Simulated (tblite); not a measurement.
A tight-binding relaxation on `[NH2][Ge@@H]([O]CC(N)=O)[C]#C`.

Computed with GFN2-xTB geometry optimisation, gas phase (tblite 0.8.0). Start geometry: from a force field or distance geometry. A driver script takes a list of jobs; this job's settings line and coordinates (Å) are shown.

Command:
```bash
OMP_NUM_THREADS=1 python probes_run.py task.json out
```

Input:
```
{"job": {"kind": "relax", "xc": "GFN2-xTB", "basis": "xTB"}, "charge": 0, "multiplicity": 1}
C     -4.039000    -0.137800     1.002400
C     -3.017100    -0.401000     0.426300
Ge    -1.380600    -0.817100    -0.474400
N     -0.962100     0.474800    -1.751600
O     -0.027500    -0.912800     0.691700
C      0.974600    -0.104800     0.173100
C      2.199200    -0.060400     1.012700
N      3.350700     0.724700     0.652400
O      2.318400    -0.709500     2.102000
H     -4.962500     0.119100     1.501200
H     -1.543500    -2.218600    -1.122200
H     -1.296800     0.264100    -2.697000
H     -1.054900     1.437500    -1.410500
H      1.303800    -0.582800    -0.797000
H      0.595900     0.914200    -0.098500
H      3.945400     1.109400     1.426500
H      3.589000     0.913100    -0.348000
```

Output:
```
step      E/eV     max force
  0    -773.67388    5.260
  1    -773.99550    4.790
  2    -774.21752    1.103
  3    -774.27971    2.259
  4    -774.37411    1.261
  5    -774.43827    0.690
  6    -774.50545    0.604
  7    -774.54152    0.534
  8    -774.58342    0.515
  9    -774.61442    0.462
... (184 lines left out)
194    -775.36394    0.036
195    -775.36418    0.058
196    -775.36432    0.027
197    -775.36441    0.030
198    -775.36451    0.020
199    -775.36463    0.026
200    -775.36475    0.023
201    -775.36481    0.013
202    -775.36484    0.011
203    -775.36486    0.010
```

«max force» is the largest atomic force in eV/Å.

Problem. From which step on does the largest force stay under 0.1 eV/Å, and how much energy is left to gain from there?

Solution. From step 157 (0.062 eV/Å), 14.4 meV above the end.

Main results: energy lowered by 39.0 kcal/mol over 203 steps; largest atomic force 0.010 eV/Å at the end.

Problem. Where do the atoms end?

Solution. 1.582 Å rms from the input after alignment:
```
atom  x, y, z in Å
C1    -2.6227   -0.0124    1.7078
C2    -2.0054   -0.3097    0.7203
Ge3   -1.0109   -0.6811   -0.8862
N4    -1.9162   -0.2818   -2.4060
O5     0.2522    0.5654   -1.1214
C6     1.3148    0.8759   -0.2983
C7     1.5675   -0.1698    0.7728
N8     2.6545    0.0377    1.5388
O9     0.8330   -1.1224    0.9203
H10   -3.1593    0.2208    2.5839
H11   -0.6002   -2.1167   -1.0222
H12   -2.8182   -0.7098   -2.5471
H13   -1.9780    0.6958   -2.6471
H14    2.2225    0.9757   -0.9112
H15    1.1343    1.8367    0.2088
H16    2.8647   -0.6190    2.2725
H17    3.2603    0.8266    1.4033
```

Problem. Estimate the wall time. Hardware: one thread, Arm Neoverse N1 (aarch64), shared host with 64 logical CPUs at a one-minute load of 61.

Solution. About 2.7 s.
Labels such as C1 count atoms from 1, the log's own numbers from 0.
